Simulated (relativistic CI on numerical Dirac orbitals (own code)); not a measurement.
# Electric-dipole lines of P11+

Computed by Dirac-Coulomb-Breit CI, KLI orbitals optimised for each configuration, a model potential for QED, unscaled Slater integrals (own radial code, finite nucleus).

CI space (outside the closed core 1s2): 2s2, 2s 2p, 2p2, 2p 3s, 2p 3p, 2s 3s, 2s 3p, 2s 3d, 2s 4s, 2s 4p, 2s 4d, 2s 4f, 3s2, 3s 3p, 3p2. Levels of other configurations are missing.

| λ vac (nm) | Lower | Upper | A (s⁻¹) | E lower (Ry) | E upper (Ry) |
| --- | --- | --- | --- | --- | --- |
| 2.8512 | 2s2 1S_0 [1] | 2s 4p 1P°_1 [40] | 4.78e+11 | 0.0000 | 31.9608 |
| 3.0019 | 2s 2p 3P°_1 [3] | 2s 4d 3D_2 [42] | 4.33e+11 | 1.7207 | 32.0774 |
| 3.0081 | 2s 2p 3P°_2 [4] | 2s 4d 3D_3 [43] | 5.75e+11 | 1.7856 | 32.0792 |
| 3.1646 | 2s 2p 1P°_1 [5] | 2s 4d 1D_2 [47] | 5.94e+11 | 3.3957 | 32.1916 |
| 3.6615 | 2s 2p 3P°_2 [4] | 2p 3p 3P_2 [32] | 4.29e+11 | 1.7856 | 26.6734 |
| 3.6974 | 2s 2p 3P°_2 [4] | 2p 3p 3D_3 [28] | 2.83e+11 | 1.7856 | 26.4316 |
| 3.6976 | 2s 2p 3P°_1 [3] | 2p 3p 3D_2 [27] | 2.32e+11 | 1.7207 | 26.3654 |
| 3.7298 | 2s2 1S_0 [1] | 2s 3p 1P°_1 [13] | 8.16e+11 | 0.0000 | 24.4321 |
| 3.8762 | 2s 2p 1P°_1 [5] | 2p 3p 1D_2 [33] | 8.16e+11 | 3.3957 | 26.9050 |
| 3.9318 | 2s 2p 3P°_0 [2] | 2s 3d 3D_1 [17] | 1.06e+12 | 1.6916 | 24.8686 |
| 3.9362 | 2s 2p 3P°_1 [3] | 2s 3d 3D_2 [18] | 1.43e+12 | 1.7207 | 24.8718 |
| 3.9367 | 2s 2p 3P°_1 [3] | 2s 3d 3D_1 [17] | 7.94e+11 | 1.7207 | 24.8686 |
| 3.9463 | 2s 2p 3P°_2 [4] | 2s 3d 3D_3 [19] | 1.89e+12 | 1.7856 | 24.8772 |
| 3.9472 | 2s 2p 3P°_2 [4] | 2s 3d 3D_2 [18] | 4.73e+11 | 1.7856 | 24.8718 |
| 3.9866 | 2s 2p 1P°_1 [5] | 2p 3p 1P_1 [25] | 3.75e+11 | 3.3957 | 26.2542 |
| 4.1787 | 2s 2p 1P°_1 [5] | 2s 3d 1D_2 [20] | 1.31e+12 | 3.3957 | 25.2031 |
| 11.011 | 2s 3s 3S_1 [11] | 2s 4p 3P°_2 [39] | 5.37e+10 | 23.6342 | 31.9102 |
| 11.744 | 2s 3p 1P°_1 [13] | 2s 4d 1D_2 [47] | 1.11e+11 | 24.4321 | 32.1916 |
| 11.950 | 2s 3p 3P°_0 [14] | 2s 4d 3D_1 [41] | 8.11e+10 | 24.4506 | 32.0763 |
| 11.969 | 2s 3p 3P°_1 [15] | 2s 4d 3D_2 [42] | 9.29e+10 | 24.4635 | 32.0774 |
| 11.987 | 2s 3p 3P°_2 [16] | 2s 4d 3D_3 [43] | 1.46e+11 | 24.4773 | 32.0792 |
| 12.465 | 2s 3d 3D_1 [17] | 2s 4f 3F°_2 [44] | 2.50e+11 | 24.8686 | 32.1792 |
| 12.470 | 2s 3d 3D_2 [18] | 2s 4f 3F°_3 [45] | 2.65e+11 | 24.8718 | 32.1796 |
| 12.471 | 2s 3d 3D_2 [18] | 2s 4f 3F°_2 [44] | 4.63e+10 | 24.8718 | 32.1792 |
| 12.478 | 2s 3d 3D_3 [19] | 2s 4f 3F°_4 [46] | 2.98e+11 | 24.8772 | 32.1804 |
| 13.028 | 2s 3d 1D_2 [20] | 2s 4f 1F°_3 [48] | 2.84e+11 | 25.2031 | 32.1975 |
| 26.836 | 2s2 1S_0 [1] | 2s 2p 1P°_1 [5] | 7.76e+09 | 0.0000 | 3.3957 |
| 33.313 | 2s 2p 3P°_2 [4] | 2p2 3P_2 [8] | 4.36e+09 | 1.7856 | 4.5211 |
| 56.698 | 2s 2p 1P°_1 [5] | 2p2 1D_2 [9] | 1.13e+09 | 3.3957 | 5.0029 |
| 108.09 | 2s 3s 3S_1 [11] | 2s 3p 3P°_2 [16] | 4.69e+08 | 23.6342 | 24.4773 |

Terms are leading LS components. Brackets give the number of a level in order of energy, since labels repeat. The list gives strong lines, with weight on those to low levels, without lines whose two gauges differ by over a factor of 2.5, among the lowest 48 of 58 levels, so that lines to higher ones, which can be the strongest, are missing. Levels whose partners in the same complex of configurations lie outside the list can be far off, and so can their lines. Rates are taken at the computed energies, electric ones in the length gauge.

At this charge energies of transitions that change n are usually good to better than 1 %, and those within a shell (Δn = 0) to a few per cent.
